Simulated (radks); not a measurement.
Species: Rh1.5+. Configuration: [Kr] 5s(up 0.5, down 0.5) 4d(up 3.5, down 3) (fractional occupations, a model configuration).

Calculated with a radial shooting solver on a logarithmic mesh with Libxc functionals: scalar-relativistic Kohn-Sham, PBE, spin-polarised, spherical densities, point nucleus.

Energy parts (eV):
| part | energy |
|---|---|
| total | -130161.482 |
| kinetic | 134806.350 |
| electron-nucleus | -313395.330 |
| Hartree | 52179.473 |
| exchange-correlation | -3751.976 |

Orbitals (lengths in bohr, moments of r in powers of bohr; r(90%) holds 90 % of the orbital's charge):
| orbital | occ. | eigenvalue (eV) | <r> | r(90%) | <1/r> |
|---|---|---|---|---|---|
| 1s up | 1 | -23057.67 | 0.03263 | 0.0585 | 47.05 |
| 1s down | 1 | -23057.67 | 0.03263 | 0.0585 | 47.05 |
| 2s up | 1 | -3359.087 | 0.1419 | 0.219 | 10.65 |
| 2s down | 1 | -3359.005 | 0.1419 | 0.219 | 10.65 |
| 2p up | 3 | -3012.308 | 0.1237 | 0.201 | 10.32 |
| 2p down | 3 | -3012.246 | 0.1237 | 0.201 | 10.32 |
| 3s up | 1 | -615.7525 | 0.3906 | 0.576 | 3.711 |
| 3s down | 1 | -615.7113 | 0.3906 | 0.576 | 3.711 |
| 3p up | 3 | -501.7583 | 0.3905 | 0.588 | 3.534 |
| 3p down | 3 | -501.7111 | 0.3905 | 0.588 | 3.534 |
| 3d up | 5 | -319.5444 | 0.3703 | 0.588 | 3.307 |
| 3d down | 5 | -319.4698 | 0.3703 | 0.588 | 3.307 |
| 4s up | 1 | -101.0968 | 0.9758 | 1.42 | 1.407 |
| 4s down | 1 | -100.7357 | 0.9754 | 1.42 | 1.407 |
| 4p up | 3 | -68.7903 | 1.071 | 1.58 | 1.262 |
| 4p down | 3 | -68.4121 | 1.071 | 1.58 | 1.262 |
| 4d up | 3.5 | -23.0054 | 1.432 | 2.26 | 0.9330 |
| 4d down | 3 | -22.6397 | 1.436 | 2.27 | 0.9314 |
| 5s up | 0.5 | -16.6494 | 2.704 | 3.95 | 0.4749 |
| 5s down | 0.5 | -16.4917 | 2.717 | 3.97 | 0.4723 |

The highest occupied level is 5s down at -16.492 eV. Spin moment in Bohr magnetons: 0.5. The density falls to 0.001 e/bohr^3 at r = 3.92 bohr.
